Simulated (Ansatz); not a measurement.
Dissociation curve of AsH, triplet.

Level of theory: full CI/cc-pVDZ, cores with 3d frozen (Ansatz, an electronic-structure program).

### Question
Relative to R = 1.53 Å, what are the energies at R = 2.54, 3.05, 4.16, 5.34 Å?

### Answer
74.4 mEh at 2.54 Å, 89.6 mEh at 3.05 Å, 94.3 mEh at 4.16 Å, 94.5 mEh at 5.34 Å.
